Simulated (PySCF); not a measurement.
From one molecule to another.

First species: C5H6O3S.
SMILES: `O=S(=O)(O)C1=CC=CC1`

Second species: C3H11NSi2.
SMILES: `[SiH3][SiH2]NC1CC1`

Levels: PBE0/def2-SVPD for dipole moment, HOMO energy, LUMO energy, HOMO–LUMO gap, static isotropic polarisability and electronic spatial extent ⟨r²⟩ about the centre of nuclear charge; TDDFT PBE0/def2-SVPD for lowest singlet excitation; TDA PBE0/def2-SVPD for lowest triplet excitation (Tamm–Dancoff); GFN2-xTB for rotational constant A and rotational constant C. Geometries: GFN2-xTB. Each structure is a single optimised conformer of the isolated species, non-relativistic unless stated; the electronic structure was computed with PySCF and density fitting.

Dipoles, sizes and rotational constants follow the conformer. The torsions of the flexible species, by atom-mapped SMILES:
- `[O:1]=[S:2](=[O:3])([OH:4])[C:5]1=[CH:6][CH:7]=[CH:8][CH2:9]1`: O1–S2–C5–C6 -144°, H–O4–S2–O1 135°
- `[SiH3:1][SiH2:2][NH:3][CH:4]1[CH2:5][CH2:6]1`: Si1–Si2–N3–C4 -179°, Si2–N3–C4–C5 -176°

Values for the first species:

```
Dipole moment                                                     : 4.50 D
HOMO energy                                                       : -7.38 eV
LUMO energy                                                       : -1.79 eV
HOMO–LUMO gap                                                     : 5.59 eV
Lowest singlet excitation                                         : 4.94 eV
Lowest triplet excitation (Tamm–Dancoff)                          : 2.98 eV
Static isotropic polarisability                                   : 85.0 au
Electronic spatial extent ⟨r²⟩ about the centre of nuclear charge : 1289 bohr²
Rotational constant A                                             : 3.147 GHz
Rotational constant C                                             : 0.932 GHz
```

(1) Estimate the same properties for the second species, and the change in each.

## Answers

(1) 
```csv
property,first,second,second less first
dipole moment,4.50 D,1.04 D,-3.46 D
HOMO energy,-7.38 eV,-6.38 eV,+1.00 eV
LUMO energy,-1.79 eV,-0.14 eV,+1.65 eV
HOMO–LUMO gap,5.59 eV,6.24 eV,+0.65 eV
lowest singlet excitation,4.94 eV,5.01 eV,+0.07 eV
lowest triplet excitation (Tamm–Dancoff),2.98 eV,4.79 eV,+1.81 eV
static isotropic polarisability,85.0 au,100.0 au,+15.0 au
electronic spatial extent ⟨r²⟩ about the centre of nuclear charge,1289 bohr²,1424 bohr²,+135 bohr²
rotational constant A,3.147 GHz,6.789 GHz,+3.642 GHz
rotational constant C,0.932 GHz,0.841 GHz,-0.091 GHz
```

On the first: The principal polarisabilities are 63.4, 86.3 and 105.5 au; their mean is the isotropic value. The polarisability is 12.60 Å³ as a volume (1 au = 0.148185 Å³), or 1.12 au for each of the 76 electrons.

On the second: The principal polarisabilities are 85.4, 92.1 and 122.7 au; their mean is the isotropic value. The dipole matches unit charges of opposite sign 0.22 Å apart (1 e·Å = 4.8032 D).
